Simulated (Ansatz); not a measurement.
C$_{5}$H$_{15}$NO$_{4}$W, SMILES `C[N]=[W]([O]C)([O]C)([O]C)[O]C`, relaxed with RKS PBE0-D4/def2-TZVP in Ansatz 0.2.0 from a PBE-D4/def2-SVP geometry. The force threshold is 0.005 eV/Å; the program also tests the step.

Total charge 0; spin multiplicity 1. W: def2 effective core potential.

Start:

```xyz
26

C     2.718   -0.539    1.515
N     1.474   -0.241    0.903
W     0.058    0.350    0.061
O     0.029   -0.574   -1.663
C     0.126   -1.940   -1.968
O     0.571    1.853   -0.995
C     1.133    2.136   -2.243
O    -1.182   -1.060    0.632
C    -2.503   -1.166    0.165
O    -0.932    1.518    1.230
C    -1.483    1.395    2.512
H     3.309   -1.249    0.895
H     3.335    0.378    1.656
H     2.572   -1.005    2.516
H    -0.435   -2.564   -1.234
H     1.188   -2.279   -1.953
H    -0.285   -2.134   -2.983
H     2.224    2.339   -2.147
H     0.648    3.031   -2.690
H     0.990    1.267   -2.927
H    -2.983   -2.073    0.593
H    -3.118   -0.280    0.457
H    -2.544   -1.248   -0.947
H    -1.878    0.365    2.677
H    -0.717    1.597    3.296
H    -2.315    2.122    2.642
```

```csv
step,energy (eV),largest force (eV/Å),largest move (Å)
1,-16926.4919,1.020,0.000
2,-16926.6339,0.203,0.068
3,-16926.6443,0.047,0.027
4,-16926.6447,0.025,0.017
5,-16926.6451,0.030,0.037
6,-16926.6452,0.087,0.071
7,-16926.6456,0.035,0.006
8,-16926.6460,0.016,0.035
9 (rejected),-16926.6447,0.201,0.119
10 (rejected),-16926.6458,0.038,0.012
11,-16926.6461,0.004,0.006
12,-16926.6464,0.015,0.047
13 (rejected),-16926.6451,0.178,0.096
14 (rejected),-16926.6453,0.173,0.017
15,-16926.6464,0.009,0.008
16,-16926.6467,0.025,0.053
17,-16926.6467,0.050,0.041
18,-16926.6469,0.030,0.014
19,-16926.6470,0.004,0.018
20,-16926.6471,0.014,0.034
21,-16926.6471,0.035,0.037
22,-16926.6471,0.011,0.004
23,-16926.6472,0.002,0.009
24,-16926.6472,0.002,0.021
```

End:

```xyz
26

C     2.682   -0.527    1.495
N     1.452   -0.215    0.874
W     0.042    0.338    0.045
O     0.026   -0.588   -1.652
C     0.134   -1.955   -1.913
O     0.496    1.832   -1.012
C     1.111    2.100   -2.231
O    -1.183   -1.045    0.623
C    -2.498   -1.133    0.154
O    -0.925    1.516    1.188
C    -1.428    1.391    2.483
H     3.423   -0.848    0.756
H     3.083    0.344    2.025
H     2.549   -1.336    2.221
H    -0.419   -2.547   -1.174
H     1.183   -2.273   -1.884
H    -0.265   -2.169   -2.910
H     2.182    2.283   -2.087
H     0.662    2.990   -2.681
H     0.982    1.249   -2.909
H    -2.980   -2.012    0.591
H    -3.083   -0.245    0.431
H    -2.529   -1.229   -0.939
H    -1.814    0.378    2.652
H    -0.643    1.588    3.222
H    -2.238    2.112    2.632
```

It took 43 s on 11 threads of an AMD EPYC 7R13 on a shared host and a whole NVIDIA H100 80 GB, with 1.2 GiB of host memory at the peak.
